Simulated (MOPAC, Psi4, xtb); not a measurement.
Two rigid molecules brought together: H2 ··· H6B3N3 (SMILES [H][H] and B1NBNBN1). Monomers: optimised at B3LYP-D3(BJ) (def2-TZVP), held rigid. Orientation: lowest of the rigid-body minima from ten starts at GFN2-xTB. Only R, the distance of the centres of mass, is varied, so the lowest point isn't the relaxed dimer.

- GFN1-xTB (xtb)
- PM3, restricted, heats of formation (MOPAC)
- AM1, restricted, heats of formation (MOPAC)
- SAPT0/jun-cc-pVDZ, frozen core (Psi4)

Interaction energies in kcal/mol; the last columns give the difference from SAPT0:

```
R / Å  GFN1-xTB   PM3   AM1  SAPT0/jun-cc-pVDZ  GFN1-xTB − SAPT0/jun-cc-pVDZ  PM3 − SAPT0/jun-cc-pVDZ  AM1 − SAPT0/jun-cc-pVDZ
-----  --------  ----  ----  -----------------  ----------------------------  -----------------------  -----------------------
2.54       1.87  4.04  2.43               1.83                          0.03                     2.20                     0.59
2.74       0.58  2.02  1.08               0.59                         -0.01                     1.43                     0.50
2.93      -0.02  1.08  0.61               0.00                         -0.02                     1.08                     0.61
3.13      -0.30  0.56  0.45              -0.28                         -0.02                     0.84                     0.73
3.31      -0.38  0.32  0.37              -0.37                         -0.01                     0.68                     0.74
3.55      -0.38  0.15  0.28              -0.37                         -0.01                     0.52                     0.65
3.86      -0.32  0.07  0.16              -0.31                         -0.01                     0.37                     0.47
4.12      -0.26  0.04  0.09              -0.25                         -0.02                     0.28                     0.33
4.64      -0.16  0.01  0.02              -0.15                         -0.02                     0.16                     0.17
5.31      -0.08  0.00  0.00              -0.07                         -0.01                     0.08                     0.08
6.30      -0.03  0.00  0.00              -0.03                          0.00                     0.03                     0.03
7.60      -0.01  0.00  0.00              -0.01                          0.00                     0.01                     0.01
```

GFN1-xTB is furthest from SAPT0/jun-cc-pVDZ at 2.54 (0.03 kcal/mol, above); its mean absolute difference over the points is 0.01 kcal/mol.

PM3 is furthest from SAPT0/jun-cc-pVDZ at 2.54 (2.20 kcal/mol, above); its mean absolute difference over the points is 0.64 kcal/mol.

AM1 is furthest from SAPT0/jun-cc-pVDZ at 3.31 (0.74 kcal/mol, above); its mean absolute difference over the points is 0.41 kcal/mol.
